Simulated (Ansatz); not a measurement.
`C[S][Mg][SH]` + H₂ → `C[S][MgH]` + H₂S  (hydrogenolysis of a Mg–S bond)

Computed with Ansatz on PBE0-D4/def2-TZVP structures; ΔE is electronic, products minus reactants. CBS: MP2 limit from def2 TZ/QZ plus the TZ coupled-cluster correction, frozen cores. This one scheme is used for every species. DFT in def2-TZVPP. For Mg outer-core shells are correlated without core-valence functions, which leaves a few kJ/mol of doubt a bond. Each species was taken in one conformer, which may not be the lowest.

```
             level  ΔE (kJ/mol)
           PBE0-D4        111.1
CCSD(T)/def2-QZVPP        115.7
```

Question: What does CCSD(T)/CBS give? (An estimate is asked.)

Answer: Ansatz gave: +118.0 kJ/mol. The listed levels differ from it by -6.9, -2.3 kJ/mol.

Largest T1 diagnostic among the species: 0.009.

In def2-TZVPP, CCSD(T) changes the Hartree–Fock value by +10.1 kJ/mol (the triples alone add +3.4 kJ/mol) and MP2 by +21.0 kJ/mol.
